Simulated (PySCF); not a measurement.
BrGe, SMILES [Ge][Br] (connectivity only; charge and spin as stated), neutral, multiplicity 2. Atoms are numbered in the order given.

```xyz
2

Ge     0.0000     0.0000    -1.2153
Br     0.0000     0.0000     1.1112
```
Charge 0, spin multiplicity 2.

Geometry: PBE0-D3(BJ)/def2-TZVP.

These are B3LYP/def2-TZVPD run with PySCF values and carry that method's errors.

Mulliken values depend strongly on the basis, most of all with diffuse functions as here. Atomic charges (e):

| atom | Mulliken | meta-Löwdin | Mulliken spin |
|---|---|---|---|
| Ge1 | 0.27 | [?] | 0.96 |
| Br2 | -0.27 | [?] | 0.04 |

### Question
Some entries are withheld; supply them. (An estimate is asked for; the answer gives what the named calculation found.)

### Answer

- Ge1, meta-Löwdin: 0.21
- Br2, meta-Löwdin: -0.21
